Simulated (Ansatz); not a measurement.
Consider the cleavage of the B–Si bond: `[SiH3]BS` + `[AlH2][SH]` → `[AlH2][S]BS` + SiH₄.

Program: Ansatz. Geometries: PBE0-D4/def2-TZVP. ΔE: electronic, gas phase. CCSD(T)/CBS is the MP2 limit (def2-TZVPP, def2-QZVPP) plus CCSD(T) − MP2 in def2-TZVPP, frozen cores. This one scheme is used for every species. DFT in def2-TZVPP. B3LYP here is the variant with VWN-RPA as its local correlation; programs differ in this. HSE06 is defined as in plane-wave codes. Each species was taken in one conformer, which may not be the lowest.

```
             level  ΔE (kJ/mol)  difference from CCSD(T)/CBS
         revPBE-D4        -70.5                          0.1
          B3LYP-D4        -71.7                         -1.1
        r2SCAN0-D4        -71.3                         -0.7
          BHLYP-D4        -73.2                         -2.6
           ωB97X-V        -67.7                          2.9
               PBE        -64.7                          5.9
            revPBE        -61.2                          9.4
             B3LYP        -65.6                          5.0
             HSE06        -66.2                          4.4
         CAM-B3LYP        -66.4                          4.2
       HF/def2-SVP        -71.1                         -0.5
     CCSD/def2-SVP        -71.6                         -1.0
    MP2/def2-TZVPP        -80.6                        -10.0
CCSD(T)/def2-TZVPP        -70.2                          0.4
    MP2/def2-QZVPP        -80.9                        -10.3
    CCSD/CBS(def2)        -67.9                          2.7
       CCSD(T)/CBS        -70.6                            0
```

Largest T1 diagnostic among the species: 0.015.

From BLYP to BHLYP (50 % exact exchange), in def2-TZVPP and without D4, ΔE moves by −4.2 kJ/mol. In def2-TZVPP, CCSD(T) changes the Hartree–Fock value by −3.8 kJ/mol (the triples alone add −2.8 kJ/mol) and MP2 by −14.2 kJ/mol. The D4 term adds −6.1 kJ/mol with B3LYP and −3.2 kJ/mol with PBE0; it sums over pairs of atoms, weighted by their polarisabilities, and B3LYP, whose exchange is more repulsive, gets the larger term.

CCSD(T)/CBS has its own doubt, a few kJ/mol and more with outer-core shells, so smaller differences from it don't rank the levels.
